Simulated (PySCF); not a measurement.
## PBE on Zr⁺ (zirconium, charge +1)

Configuration: [Kr] 4d1 5s1 6s1, high-spin 4D determinant (an excited configuration). All numbers are calculated (PySCF 2.14, scalar relativity through the core potential, in aug-cc-pVTZ-PP with ECP28MDF (6s6p5d3f2g, 88 functions)).

| Item | Value |
| --- | --- |
| Total energy | -46.1768 hartree |
| One-electron energy | -72.3187 hartree |
| Hartree (Coulomb) energy | 31.5046 hartree |
| Exchange-correlation energy | -5.3628 hartree |
| ⟨S²⟩ | 3.7506 |
| ⟨L²⟩ | 8.051 |
| Sum of ⟨r⟩ | 22.44 bohr |
| Sum of ⟨r²⟩ | 81.60 bohr² |
| Traceless quadrupole moment −½Σ⟨3z² − r²⟩ along its main axis | -22.0 e·bohr² |

```json
{"shell": "4s α", "electrons": "1", "mean orbital energy (eV)": "-68.169", "spread (eV)": "0", "rms radius, mean of both spins (bohr)": "1.29"}
{"shell": "4s β", "electrons": "1", "mean orbital energy (eV)": "-67.406", "spread (eV)": "0", "rms radius, mean of both spins (bohr)": "1.29"}
{"shell": "4p α", "electrons": "3", "mean orbital energy (eV)": "-45.835", "spread (eV)": "0.325", "rms radius, mean of both spins (bohr)": "1.45"}
{"shell": "4p β", "electrons": "3", "mean orbital energy (eV)": "-44.960", "spread (eV)": "1.016", "rms radius, mean of both spins (bohr)": "1.45"}
{"shell": "4d α", "electrons": "1", "mean orbital energy (eV)": "-15.939", "spread (eV)": "0", "rms radius, mean of both spins (bohr)": "2.13"}
{"shell": "5s α", "electrons": "1", "mean orbital energy (eV)": "-13.656", "spread (eV)": "0", "rms radius, mean of both spins (bohr)": "3.33"}
{"shell": "6s α", "electrons": "1", "mean orbital energy (eV)": "-4.793", "spread (eV)": "0", "rms radius, mean of both spins (bohr)": "7.06"}
```

⟨L²⟩ = 8.05 against 6 for a pure D term, so this real determinant mixes terms. Energies and moments cover only the electrons outside the core potential. The outer electron is Rydberg-like, and this basis confines it to a smaller radius and binds it less than a complete one would. The s, p, d and f populations moved away from the nominal configuration during the SCF.
